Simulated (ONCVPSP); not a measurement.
**Li (Z = 3): one change to an ONCV potential, before and after**

- Element: lithium (Li)
- Generator: ONCVPSP 4.0.1
- Type: optimised norm-conserving Vanderbilt (ONCV)
- Functional: PBE
- Relativity: scalar-relativistic
- Frozen core: none
- Valence charge: 3
- Reference configuration: 1s2 2s1
- Partial waves: 1s+2s: rc 1.10 bohr, ncon 4, nbas 8, qcut 9 1/bohr, 2 projectors; p scattering state at 0.04 Ha: rc 1.20 bohr, ncon 4, nbas 8, qcut 7.5 1/bohr, 2 projectors, debl 3.4 Ha; d scattering state at 0.13 Ha: rc 1.00 bohr, ncon 4, nbas 8, qcut 8.5 1/bohr, 2 projectors, debl 1.7 Ha
- Local potential: polynomial inside 0.95 bohr (lpopt 2, dvloc0 -1 Ha)
- Core correction: none

All-electron outer shells of the reference configuration (PBE, scalar-relativistic, ld1.x):

```json
{"shell": "1s", "level (eV)": "-51.85", "outermost node (bohr)": "–", "outermost maximum (bohr)": "0.36"}
{"shell": "2s", "level (eV)": "-2.87", "outermost node (bohr)": "0.83", "outermost maximum (bohr)": "3.12"}
```

Change: s: rc 1.36.

Cutoffs: the cutoffs (Ha) at which the residual kinetic energy of the hardest occupied pseudo-wave falls to 1 and 0.1 mHa per electron; they do not see the model core or the augmentation charge, which bear on the density cutoff. Errors are all-electron minus pseudo energies relative to the spin-unpolarised reference configuration.

Q: Predict the effect on cutoff, ghosts and configuration errors.

A: The potential gets softer (35 Ha and 54 Ha → 29 Ha and 34 Ha); of the 4 tests that both files solve, the error grows in 1 and shrinks in 0 by more than 15 % and 0.3 meV (median size 0.4 → 0.5 meV); neither file shows a bound ghost. A larger radius leaves more room for a smooth pseudo-wave, so fewer plane waves are needed.

| quantity | base | changed |
| --- | --- | --- |
| cutoff, loose | 35 Ha | 29 Ha |
| cutoff, tight | 54 Ha | 34 Ha |
| bound ghosts | none | none |
| GHOST(+) flags under 300 eV | none | none |
| error for 1s2 2s0, meV [ΔE 5.30 eV] | +0.4 | +0.4 |
| error for 1s2 2s0.5, meV [ΔE 2.05 eV] | +0.1 | +0.1 |
| error for 1s2 2s0 2p1, meV [ΔE 1.79 eV] | +0.5 | +0.6 |
| error for 1s1 2s1, meV [ΔE 68.41 eV] | +999 | +1483 |
| p: phases at 1.22 bohr within 0.05 rad from the reference energy up to (Ha; the scan ends near 5) | to the end of the scan | to the end of the scan |
| d: phases at 1.01 bohr within 0.05 rad from the reference energy up to (Ha; the scan ends near 5) | to the end of the scan | to the end of the scan |
